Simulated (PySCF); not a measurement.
Point groups of optimised structures. Method used: PBE0-D3(BJ)/def2-SVP geometry optimisation, gas phase in PySCF 2.14.0. The symmetry is that of the one conformer found, every atom within 0.08 Å of its image; none is proved a minimum here. Atoms past krypton carry def2 core potentials.

Problem. Point group, rotor type and polarity of `C1C[NH2+]C1`?

Solution. Cs; asymmetric top; symmetry number 1; 2 operations, which sort the 12 atoms into 9 sets; dipole about the centre of mass 2.73 D, in the ac plane, which is the mirror.

Problem. What symmetry has `[O]=[Ru](=[O])(=[O])=[O]`?

Solution. Td; spherical top; symmetry number 12; 24 operations, which sort the 5 atoms into 2 sets; dipole forbidden by symmetry (computed 0.00 D); A, B, C = 4282, 4282, 4278 MHz.

Problem. `[CH2:1]=[C:2]=[C:3]1[CH:4]=[CH:5][CH:6]=[CH:7]1`: symmetry, top, dipole?

Solution. C2v; asymmetric top; symmetry number 2; 4 operations, which sort the 13 atoms into 8 sets; dipole 1.14 D, along a, the twofold axis; A, B, C = 8208, 1886, 1550 MHz; heavy atoms equivalent by symmetry: C4/C7, C5/C6.

Problem. Point group, rotor type and polarity of `[CH:1]#[C:2][C:3]#[C:4][CH:5]1[CH2:6][CH2:7]1`?

Solution. Cs; near-prolate asymmetric top; symmetry number 1; 2 operations, which sort the 13 atoms into 10 sets; dipole 1.58 D, in the ac plane, which is the mirror; A, B, C = 14214, 1035, 1027 MHz; heavy atoms equivalent by symmetry: C6/C7.

Problem. What symmetry has `[I][Cr][I]` [quintet]?

Solution. D∞h; linear; symmetry number 2; dipole forbidden by symmetry (computed 0.00 D).

Neither the SCF state along the optimisation nor the shape of the open-shell metal species was proved the lowest: other solutions of the same spin, or a structure of lower symmetry, can lie below.
